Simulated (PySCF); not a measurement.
Structure from 2D NMR

Compound of formula C₅H₉N₃. Correlations simulated from computed shifts and the bond graph:

HSQC (one-bond C–H):
```
  δH    δC
3.98  34.9
2.49  12.8
2.36  10.0
```

HMBC (two and three bonds, from the bond graph):
```
  δH            δC
3.98         134.8
2.49  144.5, 134.8
2.36  144.5, 134.8
```

Carbons without hydrogens: δ 144.5, 134.8.

One conformer, no relativistic terms, in vacuum, rapidly exchanging positions averaged. Structure optimised with GFN2-xTB; GIAO PBE0/pcSseg-1 shieldings; PySCF.

Referencing at the same level of theory: $^{1}$H and $^{13}$C vs TMS.

Exchangeable hydrogens are left out of these lists.

Problem. Assemble the structure.

Solution. `Cc1nnn(C)c1C`.

Numbering as in the mapped SMILES `[CH3:1][c:2]1[n:3][n:4][n:5]([CH3:6])[c:7]1[CH3:8]`. Hydrogens are named by the atom that carries them.

- δC 144.5 is C2, a substituted aromatic carbon next to a ring nitrogen.
- δC 134.8 is C7, a substituted aromatic carbon next to a ring nitrogen.
- δC 34.9 is C6, a methyl carbon bonded to N (δH 3.98).
- δC 12.8 is C1, a methyl carbon on an aromatic ring (δH 2.49).
- δC 10.0 is C8, a methyl carbon on an aromatic ring (δH 2.36).
- HMBC from δH 3.98 reaches the proton-free carbon C7.
- HMBC from δH 2.49 reaches the proton-free carbons C2, C7.
- HMBC from δH 2.36 reaches the proton-free carbons C2, C7.

The shifts were computed for this structure.

Shifts are as computed. Against solution values, carbons near 30 ppm lie about +3 ppm off and those near 130 ppm about +5 ppm. Of 1211 compounds with measured shifts, 218 miss one by over three times the rms of a fit or turn the order of signals round; such compounds aren't used in these exercises.
